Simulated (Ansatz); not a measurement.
Consider the ligand exchange at a B–C bond: `BC=C(C)C` + `N[SiH](O)F` → `BN[SiH](O)F` + `C=C(C)C`.

Computed with Ansatz on PBE0-D4/def2-TZVP structures; ΔE is electronic, products minus reactants. CBS: MP2 limit from def2 TZ/QZ plus the TZ coupled-cluster correction, frozen cores. This one scheme is used for every species. Functionals use def2-TZVPP. Each species was taken in one conformer, which may not be the lowest.

Problem. Is it downhill or uphill in electronic energy at CCSD(T)/CBS, and by how much? (Best estimate.)

Solution. The calculation gave: Downhill: ΔE = -105.7 kJ/mol.

Problem. What do these levels give: r2SCANh-D4, B2PLYP, revPBE, RPA@PBE/def2-TZVPP, CCSD(T)/def2-TZVPP, CCSD/CBS(def2)? (An estimate is asked.)

Solution. Computed: r2SCANh-D4 -101.3, B2PLYP -105.8, revPBE -100.1, RPA@PBE/def2-TZVPP -108.8, CCSD(T)/def2-TZVPP -108.2, CCSD/CBS(def2) -106.7 kJ/mol.

Largest T1 diagnostic among the species: 0.012.

Leaving LDA and LC-ωPBE aside and taking each functional with its dispersion term where it has one, the values, not all of them listed here, spread over 10.4 kJ/mol, from CAM-B3LYP-D4 to B97M-V. At CCSD(T), def2-SVP lies −20.7 kJ/mol from the extrapolated value and def2-TZVPP −2.5 kJ/mol.
